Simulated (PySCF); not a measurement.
# Trend along group 15: MHg cations

PBE0 with double-zeta basis sets in PySCF, for the lowest determinant that a PBE0 search found; no spin–orbit coupling. De refers to high-spin ground-configuration atoms (the charge goes to the atom of lower measured ionisation energy or higher electron affinity, which is not always the lowest computed limit). A positive dipole points towards Hg; it is taken about the centre of mass and depends on that origin.

```json
{"M": "P", "basis": "def2-SVP", "charged atom": "Hg+", "state (unpaired electrons)": "triplet (π ↑↑)", "Re (Å)": "2.467", "ωe (cm⁻¹)": "258", "De (eV)": "2.28", "μ (D)": "-1.88"}
{"M": "Sb", "basis": "def2-SVP", "charged atom": "Sb+", "state (unpaired electrons)": "triplet (π ↑↑)", "Re (Å)": "2.787", "ωe (cm⁻¹)": "132", "De (eV)": "1.66", "μ (D)": "-1.28"}
{"M": "Bi", "basis": "def2-SVP", "charged atom": "Bi+", "state (unpaired electrons)": "triplet (π ↑↑)", "Re (Å)": "2.881", "ωe (cm⁻¹)": "107", "De (eV)": "n/a", "μ (D)": "-0.24"}
```

The shortest bond is that of HgP⁺ (2.467 Å), the longest that of HgBi⁺ (2.881 Å).

Down a group the atoms grow and get heavier, so bonds lengthen and wavenumbers fall; this series shows no clear exception.

These are scalar-relativistic numbers at best; spin–orbit coupling would shift them, the dissociation energy most. For an ion De counts to the pair picked by the measured ionisation energies or electron affinities, which need not be the lowest pair at this level. States were picked by a PBE0 search and need not be the measured ground states.
